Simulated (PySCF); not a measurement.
C2H3O2, SMILES [CH2]OC=O, multiplicity 2.

Coordinates come from a B3LYP-D3(BJ)/def2-SVP optimisation. The isomer is the one that the SMILES or the coordinates give; other isomers of the formula were not compared. The values are those of a single conformer.

These are B3LYP/def2-TZVPD (PySCF) values and carry that method's errors.

| Quantity | Result |
|---|---|
| total energy | -228.49799 hartree |
| point group | Cs |
| α spin, highest occupied and lowest empty level | -5.88 and -0.68 eV |
| β spin, highest occupied and lowest empty level | -8.46 and -2.32 eV |
| dipole moment | 1.78 D |
| quadrupole, principal values (traceless, Buckingham form, about the centre of nuclear charge) | -5.63, -0.80, 6.43 D·Å |
| mean static polarisability | 36.1 bohr³ (5.35 Å³) |
| polarisability, principal values | 25.7, 34.8, 47.9 bohr³ |
| ⟨S²⟩ | 0.754 (pure state 0.75) |
